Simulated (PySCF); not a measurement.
**Spin-rotation constants: `CO/C(F)=C\CCO`, C5H9FO2**

Geometry:
```csv
atom,x (Å),y (Å),z (Å)
C1,3.015,-0.366,0.045
O2,1.603,-0.442,0.123
C3,0.898,0.469,-0.565
F4,1.634,1.494,-1.059
C5,-0.410,0.435,-0.780
C6,-1.304,-0.653,-0.272
C7,-2.160,-0.182,0.917
O8,-3.060,0.843,0.579
H9,3.385,-1.219,0.607
H10,3.386,0.560,0.491
H11,3.358,-0.426,-0.991
H12,-0.846,1.245,-1.341
H13,-1.974,-0.973,-1.073
H14,-0.699,-1.499,0.052
H15,-1.498,0.138,1.734
H16,-2.780,-1.008,1.272
H17,-2.555,1.596,0.251
```

Theory: PySCF 2.14.0, GIAO B97-2/pcSseg-1 magnetisability, rotational g tensor and spin-rotation constants, non-relativistic, gas phase. Geometry: GFN2-xTB.

Give the nuclear spin-rotation constants along the inertial axes (H = +C I·J) beside the isotropic shieldings.

Rotational constants 4.4346, 0.9476, 0.8450 GHz. A star marks the isotopologue with that one atom substituted, in its own axes.
| atom | isotope | Caa (kHz) | Cbb (kHz) | Ccc (kHz) | mean (kHz) | σ (ppm) |
| --- | --- | --- | --- | --- | --- | --- |
| F4 | 19F | 5.583 | 1.071 | 0.887 | 2.514 | 271.5 |
| H9 | 1H | -0.460 | 0.047 | -0.089 | -0.167 | 28.0 |
| H10 | 1H | -0.422 | -0.062 | 0.005 | -0.160 | 27.8 |
| H11 | 1H | -0.314 | -0.073 | -0.009 | -0.132 | 28.0 |
| H12 | 1H | -0.390 | 0.052 | -0.098 | -0.145 | 27.5 |
| H13 | 1H | -0.336 | -0.102 | 0.004 | -0.145 | 29.7 |
| H14 | 1H | -0.336 | 0.005 | -0.095 | -0.142 | 29.7 |
| H15 | 1H | -0.305 | -0.099 | 0.021 | -0.128 | 28.2 |
| H16 | 1H | -0.180 | -0.013 | -0.078 | -0.090 | 28.0 |
| H17 | 1H | -0.414 | -0.026 | -0.102 | -0.181 | 31.1 |
| C1 | 13C* | 0.621 | 0.219 | 0.182 | 0.341 | 131.3 |
| O2 | 17O* | -0.846 | -0.085 | -0.093 | -0.341 | 237.1 |
| C3 | 13C* | 1.370 | 0.475 | 0.241 | 0.695 | 20.5 |
| C5 | 13C* | 1.008 | 0.319 | 0.115 | 0.481 | 109.4 |
| C6 | 13C* | 0.754 | 0.163 | 0.125 | 0.347 | 154.7 |
| C7 | 13C* | 0.992 | 0.192 | 0.194 | 0.459 | 117.2 |
| O8 | 17O* | -0.340 | -0.082 | -0.063 | -0.162 | 299.8 |

For the geometry as given, no vibrational averaging.

How do the rotational constants and the g tensor change when H9, H10, H11, H12, H13, H14, H15, H16, H17 are replaced by deuterium?

Constants 3.7319, 0.8459, 0.7572 GHz; g -0.0144, -0.0078, -0.0051, against -0.0169, -0.0088, -0.0056 before.
